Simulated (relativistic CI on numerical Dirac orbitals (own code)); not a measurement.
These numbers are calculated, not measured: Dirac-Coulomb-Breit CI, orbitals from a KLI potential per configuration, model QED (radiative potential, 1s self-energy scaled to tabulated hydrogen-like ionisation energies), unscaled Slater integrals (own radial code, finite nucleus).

Configurations in the expansion (outside the closed core [Ar] 3d10): 4s²4p³, 4s4p⁴, 4s²4p²4d, 4p⁵, 4s4p³4d, 4s²4p²4f, 4s4p³4f, 4p⁴4d, 4s4p²4d², 4s²4p4d4f, 4p⁴4f, 4p³4d4f, 4s4p²4f², 4s²4p²5s, 4p⁴5s, 4s²4p²5p, 4s4p²4d5s, 4s²4p4f5s, 4s4p³5s, 4s²4p²5d, 4s4p³5p, 4s²4p²5f, 4s²4p²5g, 4s4p³5d, 4p³4f5s, 4s4p³5f, 4s²4p²6s, 4s²4p4d², 4s²4d³, 4s4p4d³, 4s²4d²4f, 4s4p4d²4f, 4s²4d²5s, 4p³4d², 4p²4d³, 4p²4d²4f, 4p²4d²5s, 4s²4p4f², 4s²4d4f², 4s4p4d4f², 4s²4f³, 4s4p4f³, 4s²4f²5s, 4p³4f², 4p²4d4f², 4p²4f³, 4p²4f²5s, 4s4p²4d4f, 4s4p4d4f5s, 4s²4p4d5s, 4s4p4d²5s, 4s²4d4f5s, 4s²4d5s², 4p³4d5s, 4p²4d4f5s, 4p²4d5s², 4s4p²4f5s, 4s4p4f²5s, 4s4p4f5s², 4s²4p5s², 4s4p4d5s², 4s²4f5s². Double excitations out of closed p, d and f shells are left out; levels of such configurations are missing from the list, as are those of other unlisted configurations, and high levels can miss mixing partners. These lack a partner that the ground configuration has and come out too high: 4s²4p²5p, 4s²4p²5d, 4s4p³5p, 4s²4p²5f, 4s²4p²5g.

At this charge energies of transitions that change n are usually good to better than 1 %, and those within a shell (Δn = 0) to a few per cent.

Outline of the computed level scheme of Au XLVII. Lowest level of each configuration: 4s²4p³ ²P°3/2 at 0.000 eV; 4s²4p²4d ²D3/2 at 172.079 eV; 4s4p⁴ ⁴P5/2 at 240.914 eV; 4s²4p²4f ²F°5/2 at 397.795 eV; 4s4p³4d ⁴D°5/2 at 409.057 eV.

Some strong electric-dipole decays among the lowest 45 levels: 4s²4p²4d ²D3/2 → 4s²4p³ ²P°3/2 (3.2e+12 s⁻¹); 4s²4p²4d ²P1/2 → 4s²4p³ ²P°3/2 (2.6e+12 s⁻¹); 4s²4p²4d ²D5/2 → 4s²4p³ ²P°3/2 (2.4e+12 s⁻¹); 4s²4p²4d ⁴P1/2 → 4s²4p³ ⁴S°3/2 (2.3e+12 s⁻¹); 4s²4p²4d ²F7/2 → 4s²4p³ ²D°5/2 (1.9e+12 s⁻¹); 4s²4p²4d ²D3/2 → 4s²4p³ ⁴S°3/2 (1.7e+12 s⁻¹); 4s²4p²4d ²D5/2 → 4s²4p³ ²D°5/2 (1.2e+12 s⁻¹); 4s4p⁴ ²P3/2 → 4s²4p³ ²D°5/2 (1.2e+12 s⁻¹).

LS names give the leading component of a level, which can be under half, so a name can repeat, a term be missing and a line seem to break the LS rules.
